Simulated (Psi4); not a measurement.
CH6AlClOSi, singlet, geometry from GFN2-xTB (such geometries of metal compounds can be far from the true shape), atoms displaced at random by about 0.08 Å a coordinate; HF/6-31G, gradient (Psi4).

Psi4 was given this input:
```
memory 2 GB

molecule mol {
0 1
  Al   -0.217952    0.046472   -0.095679
  Cl   -2.305064    0.207669    0.133119
  O     0.310223   -0.837855   -1.130093
  C     0.915985   -1.650062   -2.256480
  H     1.395226   -2.625763   -1.816765
  H    -0.030425   -1.889040   -3.017611
  H     1.765126   -1.173689   -2.807281
  Si    1.435072    1.161737    1.452331
  H     2.532354    1.940700    0.620872
  H     2.579988   -0.063615    2.177438
  H     1.052686    1.938468    2.385463
symmetry c1
no_reorient
no_com
}

set basis 6-31g
set reference rhf

gradient('scf')
print_variables()
```

Output, abridged:

```
gradient() will perform analytic gradient computation.

   => Loading Basis Set <=

    Name: 6-31G
    Role: ORBITAL
    Keyword: BASIS

         ---------------------------------------------------------
                                   SCF
               by Justin Turney, Rob Parrish, Andy Simmonett
                          and Daniel G. A. Smith
                              RHF Reference
         ---------------------------------------------------------

  ==> Geometry <==

    Molecular point group: c1
    Full point group: C1

    Geometry (in Angstrom), charge = 0, multiplicity = 1:

       Center              X                  Y                   Z               Mass
    ------------   -----------------  -----------------  -----------------  -----------------
         AL          -0.217952000000     0.046472000000    -0.095679000000    26.981538530000
         CL          -2.305064000000     0.207669000000     0.133119000000    34.968852682000
         O            0.310223000000    -0.837855000000    -1.130093000000    15.994914619570
         C            0.915985000000    -1.650062000000    -2.256480000000    12.000000000000
         H            1.395226000000    -2.625763000000    -1.816765000000     1.007825032230
         H           -0.030425000000    -1.889040000000    -3.017611000000     1.007825032230
         H            1.765126000000    -1.173689000000    -2.807281000000     1.007825032230
         SI           1.435072000000     1.161737000000     1.452331000000    27.976926534650
         H            2.532354000000     1.940700000000     0.620872000000     1.007825032230
         H            2.579988000000    -0.063615000000     2.177438000000     1.007825032230
         H            1.052686000000     1.938468000000     2.385463000000     1.007825032230

  Running in c1 symmetry.

  Rotational constants: A =      0.06558  B =      0.05627  C =      0.03089 [cm^-1]
  Rotational constants: A =   1966.10977  B =   1686.90311  C =    926.01153 [MHz]
  Nuclear repulsion =  317.831534264419190

  Charge       = 0
  Multiplicity = 1
  Electrons    = 64
  Nalpha       = 32
  Nbeta        = 32

  ==> Algorithm <==

  SCF Algorithm Type is DF.
  DIIS enabled.
  MOM disabled.
  Fractional occupation disabled.
  Guess Type is SAD.
  Energy threshold   = 1.00e-08
  Density threshold  = 1.00e-08
  Integral threshold = 1.00e-12

  ==> Primary Basis <==

  Basis Set: 6-31G
    Blend: 6-31G
    Number of shells: 43
[...]
  @DF-RHF Final Energy: -1106.39085719408922
    Total Energy =                      -1106.3908571940892216
[...]
         H           -0.030425000000    -1.889040000000    -3.017611000000     1.007825032230
         H            1.765126000000    -1.173689000000    -2.807281000000     1.007825032230
         SI           1.435072000000     1.161737000000     1.452331000000    27.976926534650
         H            2.532354000000     1.940700000000     0.620872000000     1.007825032230
         H            2.579988000000    -0.063615000000     2.177438000000     1.007825032230
         H            1.052686000000     1.938468000000     2.385463000000     1.007825032230

  Nuclear repulsion =  317.831534264419190

  ==> Basis Set <==

  Basis Set: 6-31G
    Blend: 6-31G
    Number of shells: 43
    Number of basis functions: 69
    Number of Cartesian functions: 69
    Spherical Harmonics?: false
    Max angular momentum: 1

  ==> DFJKGrad: Density-Fitted SCF Gradients <==

    Gradient:                    1
    J tasked:                  Yes
    K tasked:                  Yes
    wK tasked:                  No
    Integrals threads:           1
    Schwarz Cutoff:          1E-12
    Fitting Condition:       1E-10

   => Auxiliary Basis Set <=

  Basis Set: (6-31G AUX)
    Blend: CC-PVDZ-JKFIT
    Number of shells: 210
    Number of basis functions: 702
    Number of Cartesian functions: 702
    Spherical Harmonics?: false
    Max angular momentum: 3

  -Total Gradient:
     Atom            X                  Y                   Z
    ------   -----------------  -----------------  -----------------
       1        0.043428488771    -0.137720548105    -0.172754643984
       2        0.032219567071    -0.004889421392    -0.004743424118
       3       -0.126933004697     0.173415522758     0.227385306629
       4        0.043671191341     0.025176065494    -0.008986856681
       5        0.032498178317    -0.040951373812     0.015516056683
       6       -0.062453183212    -0.010602584884    -0.045434589231
       7        0.027670046355    -0.006373008430    -0.017674986075
       8       -0.093101396071     0.102558580140     0.089353238131
       9        0.020346238171     0.009441150788    -0.008472497317
      10        0.040958661770    -0.034441453755     0.020584906981
      11        0.041695212194    -0.075612928803    -0.094772511016

  Variable Map:
  ----------------------------------------------------------------------------
[...]
  Array Variable Map:
  ----------------------------------------------------------------------------
[...]
[...]
```
